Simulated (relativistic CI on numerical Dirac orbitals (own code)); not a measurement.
**Xe+: calculation against measurement**

Computed by Dirac-Coulomb-Breit CI, KLI orbitals optimised for each configuration, a model potential for QED, valence Slater integrals scaled by 0.85, configuration energies shifted to the measured levels that pair with them (semi-empirical) (own radial code, finite nucleus).

Configurations in the expansion (outside the closed core [Kr] 4d10): 5s2 5p5, 5s 5p6, 5s2 5p4 6s, 5s2 5p4 5d, 5s2 5p4 6p, 5s2 5p3 5d2, 5s2 5p4 7s, 5s 5p5 5d, 5s2 5p4 6d, 5s2 5p4 4f, 5s2 5p4 7p, 5s2 5p4 7d, 5s2 5p4 5f, 5s2 5p4 5g, 5s2 5p4 6f, 5s2 5p4 7f. Levels of other configurations are missing.

| Configuration | Term (tabulated) | J | Measured (cm⁻¹) | Computed | Error | Purity (%) |
| --- | --- | --- | --- | --- | --- | --- |
| 5s2 5p5 | 2P° | 3/2 | 0.0 | 0 | 0 | 98 |
| 5s2 5p5 | 2P° | 1/2 | 10537.0 | 10442 | -95 | 98 |
| 5s2 5p4 6s | 4P | 5/2 | 93068.4 | 93067 | -1 | 86 |
| 5s2 5p4 5d | 4D | 5/2 | 95396.7 | 95397 | 0 | 79 |
| 5s2 5p4 5d | 4D | 7/2 | 95437.7 | 95267 | -170 | 82 |
| 5s2 5p4 5d | 4D | 3/2 | 96033.5 | 96232 | 199 | 60 |
| 5s2 5p4 6s | 4P | 1/2 | 101157.5 | 101613 | 456 | 69 |
| 5s2 5p4 6p | 4P° † | 5/2 | 111958.9 | 110081 | -1878 | 62 |
| 5s2 5p4 6p | 4D° † | 5/2 | 113512.4 | 121261 | 7749 | 60 |
| 5s2 5p4 6p | 4P° † | 1/2 | 113672.9 | 119503 | 5830 | 64 |
| 5s2 5p4 6p | 4D° † | 7/2 | 113705.4 | 111751 | -1954 | 89 |

Measured levels from NIST Handbook of Basic Atomic Spectroscopic Data (Sansonetti and Martin, J. Phys. Chem. Ref. Data 34, 1559 (2005)); pairs were made by configuration, J and term (by order where the table uses no LS term), so strongly mixed levels may be paired wrongly.

Mean error by configuration (cm⁻¹): 5s2 5p5 -95; 5s2 5p4 6s 228; 5s2 5p4 5d 10. Over the excited levels the mean absolute error is 154 cm⁻¹ (10 of the 17 excited levels that our extract of the source holds in range could be paired, and the others can miss by more), and the median relative error of those above 1,000 cm⁻¹ is 0.19 %, both after the shifts were fitted to these levels, so that a configuration with one level shows no error. † marks terms whose computed intervals miss the measured ones by more than a factor of 2.5, or configurations far off the rest, from wrong mixing, a near crossing or a doubtful label or measurement; they are left out of the means.

Transition probabilities of persistent lines. The last column rescales the computed rate by the cube of measured over computed energy:

```
λ measured (Å)              Lower               Upper  A tabulated (s⁻¹)  A computed  A rescaled
   4844.33 air  5s2 5p4 6s 4P_5/2  5s2 5p4 6p 4D°_7/2           1.10e+08    9.60e+07    1.29e+08
   5292.22 air  5s2 5p4 6s 4P_5/2  5s2 5p4 6p 4P°_5/2           8.90e+07    9.13e+07    1.25e+08
   6051.15 air  5s2 5p4 5d 4D_7/2  5s2 5p4 6p 4P°_5/2           1.70e+07    1.61e+07    2.24e+07
```

Configurations whose levels could be paired with our table of measured levels were shifted onto them, all but the ground configuration, by the median error of their levels; single terms can still be off by 1,000 to 2,000 cm⁻¹ or more, and rates follow the energies as ν³ (E1, M1) or ν⁵ (E2). The others borrow a shift and can be off by several thousand cm⁻¹ or more. The fine structure of a lone outer electron comes out too small, for d and f at times inverted, and misplaced configurations move strength between like terms. 10 of the 17 excited levels that our extract of the measured tables holds in this range could be paired (the sources list more); they are missed by 1833 cm⁻¹ on average and 7749 at most, after the shifts were fitted to these levels, and levels without a partner can miss by more.

Shifts applied (cm⁻¹): 5s2 5p5 0; 5s 5p6 -7489; 5s2 5p4 6s -7436; 5s2 5p4 5d -6468; 5s2 5p4 6p -8194.
